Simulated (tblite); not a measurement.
Species: C₅H₅Cl₂ (doublet state).
SMILES: `ClC(Cl)=C1[CH]CC1`

Computed values, GFN2-xTB/tblite, gas phase, harmonic and unscaled. This tight-binding method is rough: wavenumbers can miss measured ones by several per cent, in bad cases by 10 to 20. Open shells enter through the occupations alone, without spin polarisation, and single modes of such species can be off by tens of per cent.

Harmonic wavenumbers (cm⁻¹): 109.5, 114.9, 142.0, 230.6, 275.1, 395.0, 424.7, 443.5, 622.3, 790.8, 814.8, 831.9, 963.1, 980.5, 998.9, 1039.8, 1078.0, 1124.7, 1171.3, 1206.6, 1246.1, 1356.8, 1435.4, 1452.2, 1513.8, 2960.9, 2985.1, 3014.9, 3022.1, 3152.0.

A = 2698, B = 1332, C = 901.8 MHz; mass 134.977 u (most abundant isotopes); point group Cs, symmetry number 1; spin multiplicity 2.

Q: What is the zero-point energy?

A: Half the sum of the wavenumbers: 17949 cm⁻¹ = 214.71 kJ/mol.

Q: What is S at 298.15 K and 1 bar for an ideal gas of classical rigid rotors and harmonic oscillators?

A: Translation 170.03, rotation 121.27, vibration 71.33, spin (R ln 2) 5.76: S = 368.4 J/(mol K).

Q: And Cp and H(298.15 K) − H(0)?

A: Cp = 114.94 J/(mol K), of which vibrations give 81.69 (their classical limit is 30 R = 249.4); H(298.15 K) − H(0) = 21.90 kJ/mol without the zero-point energy, 11.99 from vibrations.

Q: Which modes carry the vibrational entropy at 298.15 K?

A: 109.5 cm⁻¹: 13.71; 114.9 cm⁻¹: 13.32; 142.0 cm⁻¹: 11.62; 230.6 cm⁻¹: 7.84; 275.1 cm⁻¹: 6.54; 395.0 cm⁻¹: 4.11 J/(mol K); the other 24 give 14.18 together.

Q: What must be added to the electronic energy to get the Gibbs energy at 298.15 K and 1 bar?

A: ZPE + [H(298.15 K) − H(0)] − T·S = 214.71 + 21.90 − 109.84 = 126.77 kJ/mol.

Q: Blend soft modes into free rotors: weight 1/[1 + (100 cm⁻¹/ν̃)⁴] for the oscillator and the rest for a rotor with moment μB/(μ + B), μ = h/(8π²ν), B = 10⁻⁴⁴ kg m². What vibrational entropy results?

A: 69.58 J/(mol K) in place of 71.33, which changes −T·S at 298.15 K by +0.52 kJ/mol.

Hindered rotation and anharmonicity are outside this model.
